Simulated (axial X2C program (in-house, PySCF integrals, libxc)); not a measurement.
**What spin–orbit coupling does to MgTe⁻**

All values were computed with an in-house relativistic program for diatomic molecules. Spin-free means the one-electron spin-free X2C Hamiltonian; two-component (2c) means X2C with spin–orbit coupling and atomic mean-field two-electron Coulomb and Gaunt terms, so the difference of the two also holds small scalar two-electron terms. Basis: Te dyall-acv3z [12s13p9d5f1g], Mg dyall-av3z [10s9p6d4f] (cores contracted in-house); Gaussian nuclei, density fitting, unrestricted open shells. Masses: Te 129.906 u, Mg 23.985 u.

Spin-free state: M_S = 1/2, Λ = 0 (beyond evenly filled blocks: σα); fragments Te- + Mg.

| level | Re (Å) | ωe (cm⁻¹) | De (eV) | μ (D) |
| --- | --- | --- | --- | --- |
| PBE0 | 2.552 | 321.2 | 1.710 | -1.06 |
| PW91 | 2.572 | 308.4 | 1.768 | -1.40 |

Dipoles are positive if Mg is the positive end and refer to the centre of mass.

Two-component determinant lowest at the distance of the search:

Ω = 1/2 (⟨Sz⟩ = 0.49, ⟨Lz⟩ = 0.01 at PBE0); fragments Te- + Mg.

```
level  Re (Å)  ωe (cm⁻¹)  De (eV)  μ (D)
 PBE0   2.559      313.9    1.571  -1.22
 PW91   2.580      300.9    1.622  -1.56
```

Question: From the two tables, how do the constants change at the PBE0 level (2c against spin-free)?

Answer: At the PBE0 level Re rises by 0.007 Å and ωe falls by 7.3 cm⁻¹; De changes by -0.139 eV.

The state is one determinant whose occupation by symmetry is held fixed; it was picked as the lowest of a PBE0 search that is not exhaustive. De is counted from the lowest determinant-based energies of the atoms at the same level, without counterpoise correction. Density functionals use the spin component along the axis (collinear). Without a current term, density functionals place determinants with orbital angular momentum somewhat too high. The highest occupied level of some functionals is positive through self-interaction error; at Hartree–Fock it is bound.
